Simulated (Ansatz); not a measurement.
Basis sets compared for Na₁₁⁺. Charge 1, multiplicity 1. Geometry PBE/def2-SVP. Ansatz on 4 threads of Intel Xeon Platinum 8488C on a shared host; times are rough, and most runs start from earlier orbitals.

| atom | x (Å) | y (Å) | z (Å) |
| --- | --- | --- | --- |
| Na1 | 0.206 | 2.460 | 1.226 |
| Na2 | -1.632 | -0.988 | 0.386 |
| Na3 | 3.617 | 1.497 | 0.573 |
| Na4 | -3.211 | 1.983 | 0.045 |
| Na5 | 2.501 | 4.784 | 0.270 |
| Na6 | -0.820 | -2.804 | -2.320 |
| Na7 | 5.412 | -1.487 | 0.615 |
| Na8 | 0.113 | 0.989 | -1.869 |
| Na9 | 2.133 | -1.606 | -0.389 |
| Na10 | -3.461 | -3.900 | -0.020 |
| Na11 | -4.858 | -0.928 | 1.481 |

The restricted singlet is unstable towards broken spin symmetry in Hartree–Fock (as tested in another run); at PBE/def2-SVP, PBE/def2-TZVP, PBE0/def2-SVP, PBE0/def2-TZVP this wasn't settled. Another isomer (singlet) lies 0.55 eV lower at PBE0/def2-TZVP; other spin states weren't run for this one.

| level | functions | energy (Eh) | HOMO (eV) | LUMO (eV) | wall time |
| --- | --- | --- | --- | --- | --- |
| PBE/def2-SVP | 165 | -1783.2357 | -5.26 | -4.61 | 3.5 s |
| PBE0/def2-SVP | 165 | -1783.3894 | -5.59 | -4.16 | 6 s |

**Question.** Estimate the rows for PBE/def2-TZVP (with forces), PBE0/def2-TZVP.

**Answer.** 
```csv
level,functions,energy (Eh),HOMO (eV),LUMO (eV),wall time
PBE/def2-TZVP (with forces),352,-1783.8924,-5.30,-4.65,8 s
PBE0/def2-TZVP,352,-1784.0395,-5.63,-4.18,19 s
```
